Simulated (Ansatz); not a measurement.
Consider the redistribution: `BCl` + `C[O][Sn]([OH])([F])[F]` → `COBCl` + `[OH][SnH]([F])[F]`.

Program: Ansatz. Geometries: PBE0-D4/def2-TZVP. ΔE: electronic, gas phase. CBS: MP2 limit from def2 TZ/QZ plus the TZ coupled-cluster correction, frozen cores. This one scheme is used for every species. DFT in def2-TZVPP. B3LYP here is the variant with VWN-RPA as its local correlation; programs differ in this. HSE06 is defined as in plane-wave codes. def2 core potentials past Kr. For Sn outer-core shells are correlated without core-valence functions, which leaves a few kJ/mol of doubt a bond. One conformer a species, not always the lowest.

```
         level  ΔE (kJ/mol)  difference from CCSD(T)/CBS
     revPBE-D4       -140.3                         -5.1
    r2SCAN0-D4       -150.6                        -15.4
      HSE06-D4       -149.2                        -14.0
      BHLYP-D4       -147.1                        -11.9
      PBE-QIDH       -147.1                        -11.9
          BLYP       -143.6                         -8.4
         B3LYP       -148.2                        -13.0
       r2SCANh       -148.7                        -13.5
   HF/def2-SVP       -165.0                        -29.8
MP2/def2-QZVPP       -136.2                         -1.0
   CCSD(T)/CBS       -135.2                            0
```

Largest T1 diagnostic among the species: 0.015.

From PBE to PBE0 (25 % exact exchange), in def2-TZVPP and without D4, ΔE moves by −3.3 kJ/mol. At CCSD(T), def2-SVP lies −22.2 kJ/mol from the extrapolated value and def2-TZVPP −4.8 kJ/mol.
